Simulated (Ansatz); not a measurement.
C₂H₅FGeO₂Si (`[OH][GeH2][C]#C[SiH](O)F`) at its PBE0-D4/def2-TZVP geometry, where that method's forces vanish. The species carries charge 0 and has multiplicity 1.

```xyz
12

O    -1.9937   -0.0864    2.8131
Ge   -2.2387   -0.1879    1.0594
C    -0.5457   -0.0200    0.1888
C     0.5324    0.1138   -0.3530
Si    2.1685    0.2718   -1.1381
O     2.4099   -0.9117   -2.2241
F     2.2032    1.7007   -1.8380
H    -1.5251    0.7086    3.0777
H    -2.8253   -1.5771    0.8166
H    -3.1406    0.9507    0.5601
H     3.2691    0.2091   -0.1667
H     1.6859   -1.1717   -2.7958
```

Q: What forces (eV/Å) does r2SCAN-D4/def2-TZVPP give on these atoms in Ansatz 0.2.0? (An estimate is asked.)

A: Computed: 
```
O1  -0.026 -0.066  0.080
Ge2 -0.003  0.007 -0.131
C3  -0.446 -0.056  0.212
C4   0.436  0.054 -0.198
Si5 -0.058 -0.005  0.107
O6   0.044 -0.043 -0.038
F7   0.013  0.057 -0.029
H8   0.024  0.045 -0.009
H9   0.025  0.059  0.026
H10  0.025 -0.038  0.013
H11 -0.021 -0.005 -0.026
H12 -0.016 -0.008 -0.009
```
